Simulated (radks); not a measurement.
Values are calculated unless marked as measured or tabulated.
Minus the highest occupied eigenvalue as an estimate of the ionisation energy, Pb60+ to Pb79+. The LB94 potential has the -1/r tail that LDA and GGA lack but no energy functional. Level of theory: Dirac Kohn-Sham, LB94 model potential, spin-unpolarised, spherical densities, finite nucleus; open shells fill j = l - 1/2 first; Fermi nuclear charge, rms radius 5.5012 fm (a radial shooting solver on a logarithmic mesh with Libxc functionals).

species  configuration   HOMO  -e(HOMO) (eV)  <r> (bohr)  IE, NIST (eV)    kind
Pb60+         [Ar] 3d4  3d3/2         6421.5       0.146           6442  theory
Pb61+         [Ar] 3d3  3d3/2         6581.7       0.145           6597  theory
Pb62+         [Ar] 3d2  3d3/2         6743.4       0.144           6767  theory
Pb63+         [Ar] 3d1  3d3/2         6906.5       0.143           6924  theory
Pb64+             [Ar]  3p3/2         7361.1       0.166           7362  theory
Pb65+     [Ne] 3s2 3p5  3p3/2         7502.9       0.166           7500  theory
Pb66+     [Ne] 3s2 3p4  3p3/2         7645.7       0.165           7650  theory
Pb67+     [Ne] 3s2 3p3  3p3/2         7789.4       0.164           7790  theory
Pb68+     [Ne] 3s2 3p2  3p1/2         8542.5       0.150           8520  theory
Pb69+     [Ne] 3s2 3p1  3p1/2         8699.9       0.150           8680  theory
Pb70+         [Ne] 3s2  3s1/2         9036.1       0.160           9000  theory
Pb71+         [Ne] 3s1  3s1/2         9184.3       0.159           9150  theory
Pb72+             [Ne]  2p3/2        19570.6      0.0625          19590  theory
Pb73+     [He] 2s2 2p5  2p3/2        19949.8      0.0622          19970  theory
Pb74+     [He] 2s2 2p4  2p3/2          20331      0.0618          20380  theory
Pb75+     [He] 2s2 2p3  2p3/2          20715      0.0615          20750  theory
Pb76+     [He] 2s2 2p2  2p1/2          23490      0.0528          23460  theory
Pb77+     [He] 2s2 2p1  2p1/2          23937      0.0524          23940  theory
Pb78+         [He] 2s2  2s1/2          24601      0.0642          24550  theory
Pb79+         [He] 2s1  2s1/2          24960      0.0640        24938.2  theory

Reference values: NIST Atomic Spectra Database (exp. = measured, semi-emp. = semi-empirical, theory = theoretical value adopted there). Spin polarisation and multiplet splitting are left out.

Beside tabulated values, note that spin-unpolarised runs miss the spin-polarisation part of the exchange energy of open shells.
